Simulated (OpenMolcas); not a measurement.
How methods differ on CuOH (SMILES [Cu]O)

The species is CuOH (3 atoms), meant as a singlet with charge 0. SMILES: `[Cu]O`. The coordinates come from a PBE0-D4/def2-TZVP relaxation.

```xyz
3

Cu   -1.1528    0.2853   -0.5969
O     0.4129    0.3078    0.2600
H     0.7399   -0.5931    0.3369
```

Each level gives the dipole moment (D). The values are calculated.

```
        level           kind     program  value (D)  CPU time
   HF/cc-pVTZ   Hartree–Fock  OpenMolcas       5.36      22 s
SVWN5/cc-pVTZ            LDA  OpenMolcas       3.07      35 s
  PBE/cc-pVTZ            GGA  OpenMolcas       3.05      41 s
M06-L/cc-pVTZ       meta-GGA  OpenMolcas       3.45      54 s
B3LYP/cc-pVTZ  global hybrid  OpenMolcas       3.60      40 s
BHLYP/cc-pVTZ  global hybrid  OpenMolcas       4.42      37 s
```

The values span 3.05 to 5.36 D. Magnitudes only. Times are those of the runs behind each value, whatever else they computed, on shared processors of several kinds: orders of magnitude only.
